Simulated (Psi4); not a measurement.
I3Sb (SMILES [I][Sb]([I])[I]), singlet, at a GFN2-xTB geometry (core potentials on I, Sb); Psi4 with BLYP/def2-SVP.

Psi4 was given this input:
```
memory 2 GB

molecule {
0 1
  Sb    0.01294198    0.00090519    1.01247550
  I    -1.86865509   -1.50372426   -0.29957913
  I    -0.37382384    2.36628049   -0.32214675
  I     2.23002532   -0.86342726   -0.35254300
}

set basis def2-svp
set df_basis_scf cc-pvqz-jkfit

energy('blyp')
print_variables()
```

What the program printed (banner, timings and long lists left out):

```
   => Loading Basis Set <=

    Name: DEF2-SVP
    Role: ORBITAL
    Keyword: BASIS

    !!!  WARNING: ECP capability is in beta. Please check occupations closely.  !!!

         ---------------------------------------------------------
                                   SCF
               by Justin Turney, Rob Parrish, Andy Simmonett
                          and Daniel G. A. Smith
                              RKS Reference
         ---------------------------------------------------------

  ==> Geometry <==

    Molecular point group: cs
    Full point group: C1

    Geometry (in Angstrom), charge = 0, multiplicity = 1:

       Center              X                  Y                   Z               Mass
    ------------   -----------------  -----------------  -----------------  -----------------
         SB          -0.011774896792     1.014936465049     0.000000000000   120.903812000000
         I            1.201294179947    -0.308421554006    -2.074365356469   126.904471900000
         I            1.201294179947    -0.308421554006     2.074365356469   126.904471900000
         I           -2.391370237422    -0.350102230675     0.000000000000   126.904471900000

  Running in cs symmetry.

  Rotational constants: A =      0.01342  B =      0.01342  C =      0.00772 [cm^-1]
  Rotational constants: A =    402.29060  B =    402.29060  C =    231.37146 [MHz]
  Nuclear repulsion =  571.905940076934485

  Charge       = 0
  Multiplicity = 1
  Electrons    = 98
  Nalpha       = 49
  Nbeta        = 49

  ==> Algorithm <==

  SCF Algorithm Type is DF.
  DIIS enabled.
  MOM disabled.
  Fractional occupation disabled.
  Guess Type is SAD.
  Energy threshold   = 1.00e-06
  Density threshold  = 1.00e-06
  Integral threshold = 1.00e-12

  ==> Primary Basis <==

  Basis Set: DEF2-SVP
    Blend: DEF2-SVP
    Number of shells: 40
    Number of basis functions: 104
    Number of Cartesian functions: 112
    Spherical Harmonics?: true
    Max angular momentum: 2

  Core potential: DEF2-SVP
    Number of shells: 16
    Number of ECP primitives: 105
    Number of ECP core electrons: 112
    Max angular momentum: 3

  ==> DFT Potential <==

   => LibXC <=

    Version 7.1.2
    S. Lehtola, C. Steigemann, M. J. T. Oliveira, and M. A. L. Marques,  SoftwareX 7, 1–5 (2018) (10.1016/j.softx.2017.11.002)

   => Composite Functional: BLYP <=

    BLYP GGA Exchange-Correlation Functional

    P.J. Stephens et. al., J. Phys. Chem., 98, 11623-11627, 1994
    B. Miehlich et. al., Chem. Phys. Lett., 157(3), 200-206 1989

    Deriv               =              1
    GGA                 =           TRUE
    Meta                =          FALSE

    Exchange Hybrid     =          FALSE
    MP2 Hybrid          =          FALSE

   => Exchange Functionals <=

    1.0000     XC_GGA_X_B88

   => Correlation Functionals <=

    1.0000     XC_GGA_C_LYP

   => LibXC Density Thresholds  <==

    XC_GGA_C_LYP:  1.00E-14
    XC_GGA_X_B88:  1.00E-15

   => Molecular Quadrature <=

    Radial Scheme          =       TREUTLER
    Pruning Scheme         =           NONE
    Nuclear Scheme         =       TREUTLER

    Blocking Scheme        =         OCTREE
    BS radius alpha        =              1
    Pruning alpha          =              1
    Radial Points          =             75
    Spherical Points       =            302
    Total Points           =          80929
    Total Blocks           =            730
    Max Points             =            255
    Max Functions          =             99
    Weights Tolerance      =       1.00E-15

Traceback (most recent call last):
  File "psi4", line 375, in <module>
  File "<string>", line 25, in <module>
  File "site-packages/psi4/driver/driver.py", line 533, in energy
  File "site-packages/psi4/driver/procrouting/proc.py", line 2760, in run_scf
  File "site-packages/psi4/driver/procrouting/proc.py", line 1939, in scf_helper
  File "site-packages/psi4/driver/procrouting/proc.py", line 1462, in scf_wavefunction_factory
  File "site-packages/psi4/driver/p4util/python_helpers.py", line 169, in _pybuild_basis
  File "site-packages/psi4/driver/qcdb/libmintsbasisset.py", line 722, in pyconstruct
  File "site-packages/psi4/driver/qcdb/libmintsbasisset.py", line 976, in construct

psi4.driver.qcdb.exceptions.BasisSetNotFound: BasisSet::construct: Unable to find a basis set for atom 1 for key JKFIT among:
  Shell Entries: ['SB']
  Basis Sets: [('CC-PVQZ-JKFIT', 'CC-PVQZ-JKFIT', None)]
  File Path: tmpzhxzxewn, tmpzhxzxewn, basis
  Input Blocks:

Printing out the relevant lines from the Psithon --> Python processed input file:
      I     2.23002532   -0.86342726   -0.35254300
    """)
    core.IO.set_default_namespace("")
    core.set_global_option("BASIS", "def2-svp")
    core.set_global_option("DF_BASIS_SCF", "cc-pvqz-jkfit")
--> energy('blyp')
    print_variables()

!----------------------------------------------------------------------------------!
!                                                                                  !
!  BasisSet::construct: Unable to find a basis set for atom 1 for key JKFIT among: !
!   Shell Entries: ['SB']                                                          !
!   Basis Sets: [('CC-PVQZ-JKFIT', 'CC-PVQZ-JKFIT', None)]                         !
!   File Path: tmpzhxzxewn, !
!     tmpzhxzxewn,          !
!     basis                                          !
!   Input Blocks:                                                                  !
!                                                                                  !
!----------------------------------------------------------------------------------!

QcdbException BasisSetNotFound: BasisSet::construct: Unable to find a basis set for atom 1 for key JKFIT among:
  Shell Entries: ['SB']
  Basis Sets: [('CC-PVQZ-JKFIT', 'CC-PVQZ-JKFIT', None)]
  File Path: tmpzhxzxewn, tmpzhxzxewn, basis
  Input Blocks:
```

The program refused the input.
